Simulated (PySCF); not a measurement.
## ¹⁵N chemical shifts

[PySCF: structure optimised with GFN2-xTB; σ from GIAO-PBE0/pcSseg-1; no solvent model; non-relativistic Hamiltonian; averaged over atoms made equivalent by symmetry, fast rotation or ring inversion; single conformer]

Shieldings were converted by a linear fit to measured shifts: ¹⁵N: δ = -148.07 − 0.921σ (rms 6.3 ppm, 71 shifts vs CH3NO2, solution or neat liquid). Occasional misses reach two or three times the rms, and more in compound classes unlike the fitted ones.

Give the ¹⁵N shifts of `C=N[SiH]1SCCS1`, `C=N[SiH]1SCCS1`, `[H]/N=C/C(=C/[SiH2][SiH3])C(N)=O`, `CC(C)CN[Si@@H](N)F`, `Cc1ncoc1N([SiH3])[SiH3]`.

Answers


| compound | environment | δ (ppm) |
| --- | --- | --- |
| C=N[SiH]1SCCS1 | imine nitrogen | -3.1 |
| C=N[SiH]1SCCS1 | imine nitrogen | -3.1 |
| [H]/[N:1]=[CH:2]/[C:3](=[CH:4]/[SiH2:5][SiH3:6])[C:7]([NH2:8])=[O:9] | N1: imine nitrogen | -90.1 |
| [H]/[N:1]=[CH:2]/[C:3](=[CH:4]/[SiH2:5][SiH3:6])[C:7]([NH2:8])=[O:9] | N8: amide-type nitrogen | -278.7 |
| [CH3:1][CH:2]([CH3:3])[CH2:4][NH:5][Si@@H:6]([NH2:7])[F:8] | N5: nitrogen bonded to C, Si, H | -339.8 |
| [CH3:1][CH:2]([CH3:3])[CH2:4][NH:5][Si@@H:6]([NH2:7])[F:8] | N7: nitrogen bonded to Si, 2 H | -377.5 |
| [CH3:1][c:2]1[n:3][cH:4][o:5][c:6]1[N:7]([SiH3:8])[SiH3:9] | N3: pyridine-type nitrogen of an azole | -103.2 |
| [CH3:1][c:2]1[n:3][cH:4][o:5][c:6]1[N:7]([SiH3:8])[SiH3:9] | N7: aniline-type nitrogen | -359.1 |
